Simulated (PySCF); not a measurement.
H3Hf, neutral, multiplicity 2. Atoms are numbered in the order given.

```xyz
4

Hf     0.0000     0.0000     0.0000
H      1.8676     0.0000     0.0000
H     -0.9338     1.6174     0.0000
H     -0.9338    -1.6174     0.0000
```
Charge 0, spin multiplicity 2.

Coordinates come from a B3LYP-D3(BJ)/def2-TZVPD optimisation. The geometry has at least one imaginary mode, so it is a saddle point at that level. The multiplicity is an assumed one; other spin states were not compared. The def2 effective core potentials stand for the cores of Hf; spin–orbit coupling is left out.

These are PySCF with TDA-ωB97X/def2-TZVPD values and carry that method's errors.

Vertical excitations; the highest root listed may be one member of a degenerate set. The molecule is in vacuum.

**Question.** List the lowest excited states. (An estimate is asked for; the answer gives what the named calculation found.)

**Answer.** 
```tsv
state	energy (eV)	λ (nm)	f	main pairs
root 1	0.81	1524	0.000	α HOMO→LUMO+1 (degenerate set)
root 2	0.81	1524	0.000	α HOMO→LUMO+2 (degenerate set)
root 3	1.77	702	0.002	α HOMO→LUMO+4 (degenerate set)
root 4	1.77	702	0.002	α HOMO→LUMO+3 (degenerate set)
root 5	2.96	418	0.141	α HOMO→LUMO 88 %
root 6	3.72	334	0.002	β HOMO−1→LUMO 97 %
root 7	3.72	333	0.002	β HOMO→LUMO 97 %
root 8	4.24	292	0.000	α HOMO−1→LUMO+2 25 %, α HOMO−2→LUMO+1 24 %, β HOMO→LUMO+2 24 %, β HOMO−1→LUMO+3 24 %
root 9	4.37	284	0.000	α HOMO−2→LUMO+1, α HOMO−1→LUMO+2, β HOMO−1→LUMO+3, β HOMO→LUMO+2 (degenerate set)
root 10	4.37	284	0.000	α HOMO−1→LUMO+1, α HOMO−2→LUMO+2, β HOMO−1→LUMO+2, β HOMO→LUMO+3 (degenerate set)
```
Unrestricted roots are not spin-pure.
